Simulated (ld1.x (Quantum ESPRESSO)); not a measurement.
## How hard is this germanium (Ge) TM semilocal potential?

```
Element                 : germanium
Generator               : ld1.x (Quantum ESPRESSO) 7.5
Type                    : norm-conserving Troullier–Martins (semilocal form)
Functional              : BLYP
Relativity              : scalar-relativistic
Frozen core             : [Ar] 3d10
Valence charge          : 4
Reference configuration : 4s2 4p2
Partial waves           : 4p (bound): rc 1.80 bohr; 4s (bound): rc 1.90 bohr
Local potential         : the s channel
Core correction         : none
```

The pseudo-atom Hamiltonian at the reference potential is diagonalised in spherical Bessel functions j_l(qr) that vanish at 20 bohr, with q² up to the cutoff. All-electron valence levels (Ry): 4p -0.2785, 4s -0.8575.

**Question.** How do the lowest levels (Ry) of each channel move with the cutoff, and are there ghosts?

**Answer.**

```json
{"cutoff (Ry)": "8", "p #1": "-0.2733", "p #2": "0.0185", "s #1": "-0.8134", "s #2": "-0.0324", "Σ f·Δε (mRy)": "98.6"}
{"cutoff (Ry)": "10", "p #1": "-0.2740", "p #2": "0.0184", "s #1": "-0.8359", "s #2": "-0.0340", "Σ f·Δε (mRy)": "52.2"}
{"cutoff (Ry)": "12", "p #1": "-0.2755", "p #2": "0.0184", "s #1": "-0.8474", "s #2": "-0.0349", "Σ f·Δε (mRy)": "26.3"}
{"cutoff (Ry)": "15", "p #1": "-0.2774", "p #2": "0.0182", "s #1": "-0.8514", "s #2": "-0.0353", "Σ f·Δε (mRy)": "14.5"}
{"cutoff (Ry)": "18", "p #1": "-0.2781", "p #2": "0.0182", "s #1": "-0.8520", "s #2": "-0.0353", "Σ f·Δε (mRy)": "12.0"}
{"cutoff (Ry)": "21", "p #1": "-0.2783", "p #2": "0.0182", "s #1": "-0.8523", "s #2": "-0.0353", "Σ f·Δε (mRy)": "10.8"}
{"cutoff (Ry)": "30", "p #1": "-0.2784", "p #2": "0.0181", "s #1": "-0.8554", "s #2": "-0.0355", "Σ f·Δε (mRy)": "4.6"}
{"cutoff (Ry)": "35", "p #1": "-0.2784", "p #2": "0.0181", "s #1": "-0.8568", "s #2": "-0.0356", "Σ f·Δε (mRy)": "1.6"}
{"cutoff (Ry)": "40", "p #1": "-0.2785", "p #2": "0.0181", "s #1": "-0.8572", "s #2": "-0.0356", "Σ f·Δε (mRy)": "0.6"}
{"cutoff (Ry)": "45", "p #1": "-0.2785", "p #2": "0.0181", "s #1": "-0.8573", "s #2": "-0.0356", "Σ f·Δε (mRy)": "0.5"}
{"cutoff (Ry)": "50", "p #1": "-0.2785", "p #2": "0.0181", "s #1": "-0.8573", "s #2": "-0.0356", "Σ f·Δε (mRy)": "0.4"}
{"cutoff (Ry)": "400", "p #1": "-0.2785", "p #2": "0.0181", "s #1": "-0.8575", "s #2": "-0.0357", "Σ f·Δε (mRy)": "0.0"}
```

Result: no extra level below or beside the all-electron valence levels (p, s tested); the semilocal form is local in each channel, so this says nothing of the separable form that plane-wave codes build from it; 10 mRy is reached at 25 Ry and 1 mRy at 40 Ry.

Its largest configuration-test error is +359 meV.
